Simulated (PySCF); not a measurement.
Species: C₈H₁₁N.
Geometry (GFN2-xTB, Å), atoms numbered from 1 in this order:
```xyz
20
C8H11N angstrom
C      2.755   -0.253   -0.089
N      1.528    0.479   -0.277
C      0.293   -0.104   -0.063
C      0.144   -1.485    0.069
C     -1.107   -2.052    0.222
C     -2.236   -1.255    0.253
C     -2.097    0.117    0.120
C     -0.857    0.707   -0.041
C     -0.743    2.197   -0.200
H      2.859   -0.667    0.923
H      2.809   -1.073   -0.807
H      3.593    0.416   -0.278
H      1.579    1.447   -0.002
H      1.012   -2.125    0.054
H     -1.196   -3.124    0.321
H     -3.215   -1.693    0.376
H     -2.977    0.745    0.138
H     -0.180    2.641    0.624
H     -1.731    2.650   -0.213
H     -0.237    2.446   -1.132
```

NICS is the negative of the GIAO shielding at a point without a nucleus: at the ring centre (0) and 1 Å above and below it (1); zz is the component along the ring normal. Level: GIAO PBE0/pcSseg-1 (PySCF, non-relativistic, gas phase) on the GFN2-xTB geometry, one conformer.

Ring bond lengths (Å), with Mayer bond orders in brackets: C3–C4 1.395 (1.36), C4–C5 1.382 (1.46), C5–C6 1.382 (1.44), C6–C7 1.385 (1.42), C7–C8 1.383 (1.50), C8–C3 1.408 (1.29).

Problem. Give the NICS values of each ring in ppm.

Solution. 
| ring | type | NICS(0) | NICS(1), two faces | NICS(1)zz, two faces | rms pucker (Å) | centre to ring atoms, mean (Å) |
| --- | --- | --- | --- | --- | --- | --- |
| C3–C4–C5–C6–C7–C8 | 6-membered carbocycle; formal bonds all aromatic | -8.7 | -10.8 / -10.7 | -26.1 / -26.1 | 0.00 | 1.39 |

Problem. What can be read from them?

Solution. 
- C3–C4–C5–C6–C7–C8: mean NICS(1)zz -26.1 ppm, shielded, aromatic by this magnetic criterion (flat ring, no four-coordinate atom).

Problem. How equal are the bonds by HOMA? Use HOMA with the parameters of Krygowski (1993).

Solution. 
- C3–C4–C5–C6–C7–C8: HOMA 0.98 = 1 − EN − GEO, with mean bond length 1.389 Å, EN = α(Ropt − mean)² = 0.000 and GEO = α × variance = 0.023. The geometric and the magnetic index point the same way.

Problem. At the second NICS(1) probe listed for ring C3–C4–C5–C6–C7–C8, 1 Å off the ring, how large is the induced field along the normal in 11.7 T applied along it?

Solution. NICSzz × B0 = -26.1 ppm × 11.7 T = -305 μT, against the applied field.

Problem. List the ring angles and the Hirshfeld charges of the ring atoms.

Solution. 
- C3–C4–C5–C6–C7–C8: C3 118.8° (+0.045 e), C4 120.9° (-0.082 e), C5 120.3° (-0.058 e), C6 119.2° (-0.076 e), C7 121.6° (-0.059 e), C8 119.2° (-0.015 e); sum 720.0° against 720° for a flat convex ring.

Problem. How shielded are the nuclei of the rings and their hydrogens (means over atoms taken as equivalent)?

Solution. 
```tsv
atoms	environment	σ isotropic (ppm)
C3	aromatic carbon bearing nitrogen	35.4
C4	aromatic CH carbon	74.9
C5	aromatic CH carbon	53.8
C6	aromatic CH carbon	65.0
C7	aromatic CH carbon	51.2
C8	substituted aromatic carbon	62.1
H14	aromatic hydrogen	25.09
H15	aromatic hydrogen	24.27
H16	aromatic hydrogen	24.79
H17	aromatic hydrogen	24.35
```

The run took 70 s on one thread of an x86-64 server, on a shared host. This is the whole shielding run at PBE0/pcSseg-1, SCF included.
